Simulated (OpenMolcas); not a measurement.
**Si2H4F2: a line through the functionals**

Si2H4F2: 8 atoms, total charge 0, spin state singlet. SMILES: `F[SiH](F)[SiH3]`. The shape is that of a PBE0-D4/def2-TZVP optimisation.

The HOMO–LUMO gap y, in eV, basis cc-pVDZ; a is the functional's share of exact exchange. Programs: OpenMolcas 26.06.

| functional | program | a | y (eV) |
| --- | --- | --- | --- |
| revPBE | OpenMolcas | 0 | 6.32 |
| PBE | OpenMolcas | 0 | 6.26 |
| B3LYP | OpenMolcas | 0.2 | ? |
| PBE0 | OpenMolcas | 0.25 | 8.41 |
| BHLYP | OpenMolcas | 0.5 | 10.58 |

Question: Fit y = c + s·a to the known rows and predict B3LYP.

Answer: 
1. Means of the 4 rows: a = 0.1875, y = 7.893.
2. Σ(Δa)² = 0.17188, Σ(Δa·Δy) = 1.4731, so the slope is 1.4731/0.17188 = 8.5705.
3. Intercept: 7.893 − (8.5705) × 0.1875 = 6.286. The largest residual of the fit is 0.034.
4. B3LYP: 6.286 + (8.5705) × 0.2 = 8.00 eV.

The run gave 8.04 eV, so the prediction is off by -0.04 eV, about the largest residual. Exact exchange lowers occupied levels and raises empty ones. The rows mix families of semi-local functionals, which the line can't see.
